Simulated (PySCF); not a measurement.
Problem. Give a PBE0-D3(BJ)/def2-SVP geometry of InChI=1S/C3H9PSe/c1-4(2,3)5/h1-3H3.

Solution. 
```xyz
14
C3H9PSe angstrom
C      1.2855   -0.9812   -0.4409
P      0.1458    0.0616    0.5272
C     -0.0573    1.5675   -0.4799
C     -1.4621   -0.7887    0.4040
Se     0.7711    0.4295    2.4970
H      0.9183   -1.1369   -1.4670
H      1.3924   -1.9480    0.0705
H      2.2693   -0.4924   -0.4639
H     -0.7839    2.2227    0.0205
H     -0.4011    1.3321   -1.4989
H      0.9079    2.0912   -0.5201
H     -1.7503   -0.9642   -0.6439
H     -1.3902   -1.7455    0.9397
H     -2.2204   -0.1703    0.9042
```

Orientation and origin are arbitrary. Atoms count from 1 in this order. All 3 C–P bonds measure 1.823 Å. P2 (phosphorus bonded to 3 C and Se) is distorted tetrahedral (angles from 104.4° to 114.3°).

Bonds between heavy atoms (Å): C1–P2 1.823, P2–C3 1.823, P2–C4 1.823, P2=Se5 2.099.

Computed, not measured: PySCF 2.14.0, PBE0-D3(BJ)/def2-SVP geometry optimisation, gas phase.

Point group: C3v (tolerance 0.08 Å). No PBE0-D3(BJ)/def2-SVP frequencies stand behind this structure, so it isn't proved a minimum.
